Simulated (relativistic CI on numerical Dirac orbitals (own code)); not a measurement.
**Ta2+: 5p photoemission**

Computed with this model: Dirac-Coulomb-Breit CI, KLI orbitals optimised for each configuration, model QED, valence Slater integrals scaled by 0.7, multiplet model of photoemission in the sudden approximation; configurations [Xe] 4f14 5d3 → [Kr] 4d10 4f14 5s2 5p5 5d3; 300 K; Lorentzian 1.5 eV and Gaussian 0.6 eV FWHM. Energies are those of the free ion, without screening or charge transfer. The energies are binding energies and can lie tens of eV above those of solids. S is read from ⟨S²⟩ = S(S + 1).

Field parameters in Wybourne normalisation: Oh B⁴₀ = 21Dq, B⁴₄ = √(5/14) B⁴₀. The field is a parameter set, without covalency.

Computed curve for free ion, scaled to 100 at the maximum (points under 2 are left out and the grid is thinned):

Energy (eV), Intensity and a bar:
```
     50.6        2.1 
     51.2        2.5 
     52.0        3.2 
     52.6        4.1 #
     53.2        5.3 #
     53.8        7.1 ##
     54.6       11.6 ###
     55.2       18.8 #####
     55.8       34.6 ##########
     56.6       82.2 #########################
     57.2      100.0 ##############################
     57.8       88.7 ###########################
     58.4       73.7 ######################
     59.2       41.5 ############
     59.8       27.7 ########
     60.4       24.2 #######
     61.2       27.0 ########
     61.8       27.1 ########
     62.4       21.9 ######
     63.0       16.5 ####
     63.8       11.5 ###
     64.4        8.7 ##
     65.0        7.2 ##
     65.6        6.7 #
     66.4        7.0 ##
     67.0        9.1 ##
     67.6       14.9 ####
     68.4       27.7 ########
     69.0       31.9 #########
     69.6       32.0 #########
     70.2       23.7 #######
     71.0       13.8 ####
     71.6       14.0 ####
     72.2       20.5 ######
     73.0       23.6 #######
     73.6       13.6 ####
     74.2        7.3 ##
     74.8        4.5 #
     75.6        2.8 
     76.2        2.1
```

The ground state has S = 1.45, and the centroid lies at 61.72 eV.
